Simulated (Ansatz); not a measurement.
Ansatz (an electronic-structure program) input:

Ansatz 0.2 input:
```yaml
crystal:
  periodic: [false, false, false]
  atoms:
    - {symbol: C, position_ang: [-1.97723565, 0.19290964, 0.37995491]}
    - {symbol: C, position_ang: [-0.68865013, 0.60227504, -0.26283132]}
    - {symbol: C, position_ang: [0.47066605, -0.10075517, -0.04994972]}
    - {symbol: O, position_ang: [0.70081760, -1.12426625, 0.64511093]}
    - {symbol: O, position_ang: [1.61516907, 0.42061896, -0.73738613]}
    - {symbol: H, position_ang: [-2.41028913, 0.95988551, 1.04632939]}
    - {symbol: H, position_ang: [-1.80044018, -0.69677299, 0.99027984]}
    - {symbol: H, position_ang: [-2.77617883, -0.06280368, -0.33847585]}
    - {symbol: H, position_ang: [-0.66077050, 1.46979809, -0.91086996]}
    - {symbol: H, position_ang: [2.29110372, -0.20750571, -0.45210502]}
basis:
  gaussian:
    orbitals: def2-TZVP
hamiltonian:
  xc: b3lyp
  dispersion: d3bj
total_charge: -1
phonons: {temperatures: {t_min: 298.15, t_max: 298.15, t_step: 100}}
```

Problem. Which total energy does the run end on?

Solution. -267.92251 Eh (B3LYP-D3(BJ)/def2-TZVP). The basis has 185 functions. The run takes around 4 core-minutes (rough).

It need not be the lowest isomer of its formula. Whether it binds its extra electron was not tested at this geometry.
